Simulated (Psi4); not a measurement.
isobutane (C4H10), singlet, at a GFN2-xTB geometry; CCSD(T)/STO-3G in Psi4 1.11.

Here is a job for Psi4.
```
memory 2 GB

molecule mol {
0 1
  C    -0.001952   -0.000610    0.384811
  H    -0.007510   -0.002348    1.480948
  C    -0.001231    1.447905   -0.097154
  H     0.004244    1.484092   -1.184729
  H    -0.885739    1.971545    0.258862
  H     0.878370    1.973646    0.267812
  C     1.255143   -0.722223   -0.094223
  H     1.290525   -0.737695   -1.181728
  H     2.148630   -0.220467    0.270776
  H     1.268406   -1.749298    0.263888
  C    -1.252399   -0.725209   -0.106944
  H    -1.276709   -0.740752   -1.194752
  H    -1.266850   -1.752316    0.251026
  H    -2.150735   -0.225585    0.248964
}

set basis sto-3g
set reference rhf

energy('ccsd(t)')
print_variables()
```

The log (banner, timings and long lists left out):

```
   => Loading Basis Set <=

    Name: STO-3G
    Role: ORBITAL
    Keyword: BASIS

         ---------------------------------------------------------
                                   SCF
               by Justin Turney, Rob Parrish, Andy Simmonett
                          and Daniel G. A. Smith
                              RHF Reference
         ---------------------------------------------------------

  ==> Geometry <==

    Molecular point group: c1
    Full point group: C1

    Geometry (in Angstrom), charge = 0, multiplicity = 1:

       Center              X                  Y                   Z               Mass
    ------------   -----------------  -----------------  -----------------  -----------------
         C           -0.001906967574    -0.000595957431     0.375945610122    12.000000000000
         H           -0.007464967574    -0.002333957431     1.472082610122     1.007825032230
         C           -0.001185967574     1.447919042569    -0.106019389878    12.000000000000
         H            0.004289032426     1.484106042569    -1.193594389878     1.007825032230
         H           -0.885693967574     1.971559042569     0.249996610122     1.007825032230
         H            0.878415032426     1.973660042569     0.258946610122     1.007825032230
         C            1.255188032426    -0.722208957431    -0.103088389878    12.000000000000
         H            1.290570032426    -0.737680957431    -1.190593389878     1.007825032230
         H            2.148675032426    -0.220452957431     0.261910610122     1.007825032230
         H            1.268451032426    -1.749283957431     0.255022610122     1.007825032230
         C           -1.252353967574    -0.725194957431    -0.115809389878    12.000000000000
         H           -1.276663967574    -0.740737957431    -1.203617389878     1.007825032230
         H           -1.266804967574    -1.752301957431     0.242160610122     1.007825032230
         H           -2.150689967574    -0.225570957431     0.240098610122     1.007825032230

  Running in c1 symmetry.

  Rotational constants: A =      0.26266  B =      0.26266  C =      0.15278 [cm^-1]
  Rotational constants: A =   7874.41353  B =   7874.41001  C =   4580.11803 [MHz]
  Nuclear repulsion =  135.217545240962295

  Charge       = 0
  Multiplicity = 1
  Electrons    = 34
  Nalpha       = 17
  Nbeta        = 17

  ==> Algorithm <==

  SCF Algorithm Type is PK.
  DIIS enabled.
  MOM disabled.
  Fractional occupation disabled.
  Guess Type is SAD.
  Energy threshold   = 1.00e-08
  Density threshold  = 1.00e-08
  Integral threshold = 1.00e-12

  ==> Primary Basis <==

  Basis Set: STO-3G
    Blend: STO-3G
    Number of shells: 22
    Number of basis functions: 30
    Number of Cartesian functions: 30
    Spherical Harmonics?: true
    Max angular momentum: 1

  ==> Integral Setup <==

  Using in-core PK algorithm.
   Calculation information:
      Number of atoms:                  14
      Number of AO shells:              22
      Number of primitives:             66
      Number of atomic orbitals:        30
      Number of basis functions:        30

      Integral cutoff                 1.00e-12
      Number of threads:                 1

  Performing in-core PK
  Using 216690 doubles for integral storage.
  We computed 31369 shell quartets total.
  Whereas there are 32131 unique shell quartets.

  ==> DiskJK: Disk-Based J/K Matrices <==

    J tasked:                  Yes
    K tasked:                  Yes
    wK tasked:                  No
    Schwarz Cutoff:          1E-12

  Minimum eigenvalue in the overlap matrix is 1.9756856675E-01.
  Reciprocal condition number of the overlap matrix is 7.5032067881E-02.
    Using symmetric orthogonalization.

  ==> Pre-Iterations <==

  SCF Guess: Superposition of Atomic Densities via on-the-fly atomic UHF (no occupation information).

   -------------------------
    Irrep   Nso     Nmo
   -------------------------
     A         30      30
   -------------------------
    Total      30      30
   -------------------------

  ==> Iterations <==

                        Total Energy        Delta E     RMS |[F,P]|

   @RHF iter SAD:  -151.56692516216376   -1.51567e+02   0.00000e+00
   @RHF iter   1:  -155.45776932401805   -3.89084e+00   3.50766e-03 ADIIS/DIIS
   @RHF iter   2:  -155.46545201702850   -7.68269e-03   7.13024e-04 ADIIS/DIIS
   @RHF iter   3:  -155.46583828395299   -3.86267e-04   1.69215e-04 ADIIS/DIIS
   @RHF iter   4:  -155.46585760506895   -1.93211e-05   1.05276e-05 DIIS
   @RHF iter   5:  -155.46585768155097   -7.64820e-08   2.06398e-06 DIIS
   @RHF iter   6:  -155.46585768423213   -2.68116e-09   1.50019e-07 DIIS
   @RHF iter   7:  -155.46585768424973   -1.75930e-11   1.46506e-08 DIIS
   @RHF iter   8:  -155.46585768424984   -1.13687e-13   1.61200e-09 DIIS
  Energy and wave function converged.

  ==> Post-Iterations <==

    Orbital Energies [Eh]
    ---------------------

    Doubly Occupied:

[...]
    Virtual:

[...]
      30A      0.824273

    Final Occupation by Irrep:
              A
    DOCC [    17 ]
    NA   [    17 ]
    NB   [    17 ]

  @RHF Final Energy:  -155.46585768424984

   => Energetics <=

    Nuclear Repulsion Energy =            135.2175452409622949
    One-Electron Energy =                -476.9879082650058422
    Two-Electron Energy =                 186.3045053397937068
    Total Energy =                       -155.4658576842498405

Computation Completed

Properties will be evaluated at   0.000000,   0.000000,   0.000000 [a0]

Properties computed using the SCF density matrix

 Multipole Moments:

 ------------------------------------------------------------------------------------
     Multipole            Electronic (a.u.)      Nuclear  (a.u.)        Total (a.u.)
 ------------------------------------------------------------------------------------

 L = 1.  Multiply by 2.5417464519 to convert [e a0] to [Debye]
[...]
	Total:                                     0.037 (MW) /      0.299 (MB)

	Size of irrep 0 of tijab amplitudes:       0.049 (MW) /      0.391 (MB)
	Total:                                     0.049 (MW) /      0.391 (MB)

	Nuclear Rep. energy          =    135.21754524096229
	SCF energy                   =   -155.46585768424984
	One-electron energy          =   -476.98790824862255
	Two-electron energy          =    186.30450532341044
	Reference energy             =   -155.46585768424984

            **************************
            *                        *
            *        CCENERGY        *
            *                        *
            **************************

    Nuclear Rep. energy (wfn)     =  135.217545240962295
    SCF energy          (wfn)     = -155.465857684249841
    Reference energy    (file100) = -155.465857684249841

    Input parameters:
    -----------------
    Wave function   =     CCSD_T
    Reference wfn   =     RHF
    Brueckner       =     No
    Maxiter         =     50
    R_Convergence   =     1.0e-07
    E_Convergence   =     1.0e-06
    Restart         =     Yes
    DIIS            =     Yes
    AO Basis        =     NONE
    ABCD            =     NEW
    Cache Level     =     2
    Cache Type      =     LOW
    Print Level     =     1
    Num. of threads =     1
    # Amps to Print =     10
    Print MP2 Amps? =     No
    Analyze T2 Amps =     No
    Print Pair Ener =     No
    Local CC        =     No
    SCS-MP2         =     False
    SCSN-MP2        =     False
    SCS-CCSD        =     False

MP2 correlation energy -0.2097189526372156
                Solving CC Amplitude Equations
                ------------------------------
  Iter             Energy              RMS        T1Diag      D1Diag    New D1Diag    D2Diag
  ----     ---------------------    ---------   ----------  ----------  ----------   --------
     0        -0.209718952637216    0.000e+00    0.000000    0.000000    0.000000    0.087288
     1        -0.257007507169739    7.491e-02    0.001011    0.002838    0.002838    0.107880
     2        -0.278738557059393    2.697e-02    0.001076    0.003036    0.003036    0.118909
     3        -0.279791958166947    3.841e-03    0.001014    0.002871    0.002871    0.120069
     4        -0.279935124446271    1.065e-03    0.000993    0.002822    0.002822    0.120338
     5        -0.279931927181883    2.350e-04    0.000996    0.002834    0.002834    0.120362
     6        -0.279930492851094    4.325e-05    0.000997    0.002836    0.002836    0.120363
     7        -0.279931116830218    1.599e-05    0.000997    0.002837    0.002837    0.120363
     8        -0.279931185476163    4.207e-06    0.000998    0.002837    0.002837    0.120363
     9        -0.279931070318109    8.949e-07    0.000998    0.002837    0.002837    0.120363
    10        -0.279931068158408    1.852e-07    0.000998    0.002837    0.002837    0.120363
    11        -0.279931070969622    5.631e-08    0.000998    0.002837    0.002837    0.120363

    Iterations converged.

    Largest TIA Amplitudes:
              8   0         0.0024470147
             10   2         0.0022551632
              9   1         0.0022551621
              7   7         0.0014035794
             12   5         0.0011395157
             11   4         0.0011395143
             14   0         0.0010487532
             16   8        -0.0009352811
             15   9        -0.0009352795
             10   1        -0.0008887240

    Largest TIjAb Amplitudes:
     14  14   0   0        -0.0413667930
     16  16   1   1        -0.0357622491
     15  15   2   2        -0.0357618882
     12  12   5   5        -0.0292909789
     11  11   4   4        -0.0292909287
     14  14  12  12        -0.0282838008
     13  13   6   6        -0.0260495833
      8  14   0  12         0.0224691848
     14   8  12   0         0.0224691848
     16  16  10  10        -0.0208426868

    SCF energy       (wfn)                    = -155.465857684249841
    Reference energy (file100)                = -155.465857684249841

    Opposite-spin MP2 correlation energy      =   -0.189149852824351
    Same-spin MP2 correlation energy          =   -0.020569099812865
    Singles MP2 correlation energy            =   -0.000000000000000
    MP2 correlation energy                    =   -0.209718952637216
      * MP2 total energy                      = -155.675576636887058

    Opposite-spin CCSD correlation energy     =   -0.263342169425483
    Same-spin CCSD correlation energy         =   -0.016588901544139
    Singles CCSD correlation energy           =    0.000000000000000
    CCSD correlation energy                   =   -0.279931070969622
      * CCSD total energy                     = -155.745788755219451

            **************************
            *                        *
            *        CCTRIPLES       *
            *                        *
            **************************

    Wave function   =    CCSD_T
    Reference wfn   =      RHF

    Nuclear Rep. energy (wfn)                =  135.217545240962295
    SCF energy          (wfn)                = -155.465857684249841
    Reference energy    (file100)            = -155.465857684249841
    CCSD energy         (file100)            =   -0.279931070969622
    Total CCSD energy   (file100)            = -155.745788755219451

    Number of ijk index combinations:              969
    Approx. words needed per explicit thread:            8788
    Number of threads for explicit ijk threading:    1

    MKL num_threads set to 1 for explicit threading.

    (T) energy                                =   -0.001441099778226
      * CCSD(T) total energy                  = -155.747229854997698

  Variable Map:
  ----------------------------------------------------------------------------
[...]
  Array Variable Map:
  ----------------------------------------------------------------------------
[...]
[...]
```
